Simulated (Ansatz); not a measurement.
`N[SiH](O)F` + HI → `O[SiH](F)I` + NH₃ at 298.15 K and 1 bar (ligand exchange at the Si–N bond).

Gas-phase electronic energies from Ansatz, PBE0-D4/def2-TZVP geometries. CCSD(T)/CBS is the MP2 limit (def2-TZVPP, def2-QZVPP) plus CCSD(T) − MP2 in def2-TZVPP, frozen cores. This one scheme is used for every species. Elements past krypton have def2 core potentials. For I outer-core shells are correlated without core-valence functions, which leaves a few kJ/mol of doubt a bond. Each species was taken in one conformer, which may not be the lowest.

```csv
species,CCSD(T)/CBS energy (Eh),H − E (kJ/mol),S (J/(mol·K))
`N[SiH](O)F`,-521.31725,155.5,308.4
HI,-298.03592,22.7,206.5
`O[SiH](F)I`,-762.85028,88.0,329.1
NH₃,-56.50880,100.5,192.4
```

H − E and S are ideal-gas, rigid-rotor, harmonic terms from PBE0-D4/def2-TZVP, for one conformer and one mirror image of each species. 1 Eh = 2625.50 kJ/mol, R = 8.31446 J/(mol·K).

By hand: ΔE, ΔH, ΔS and ΔG.

ΔE = (-762.85028) + (-56.50880) − (-521.31725) − (-298.03592) = -0.00591 Eh = -15.5 kJ/mol. Δ(H − E) = 88.0 + 100.5 − 155.5 − 22.7 = 10.3, so ΔH = -5.2 kJ/mol. ΔS = 329.1 + 192.4 − 308.4 − 206.5 = 6.6 J/(mol·K). ΔG = -5.2 − 298.15 × (6.6)/1000 = -7.2 kJ/mol.

By hand: the equilibrium constant, and the temperature at which ΔG would vanish if ΔH and ΔS stayed fixed.

log₁₀ K = −ΔG/(RT ln 10) = 1.3. ΔH and −TΔS have one sign here, so there is no such temperature. One of them is within its doubt of zero, so this could turn.

TΔS isn't small against ΔH here. A doubt of 5 kJ/mol in ΔE shifts log₁₀ K by 0.9 here. Other conformers and mirror images would add mixing entropy, several J/(mol·K) or more a flexible species. These are equilibria of isolated gas molecules and say nothing of rates. Largest T1 diagnostic: 0.011 (customary marks: 0.02 for closed shells, 0.045 for open ones).
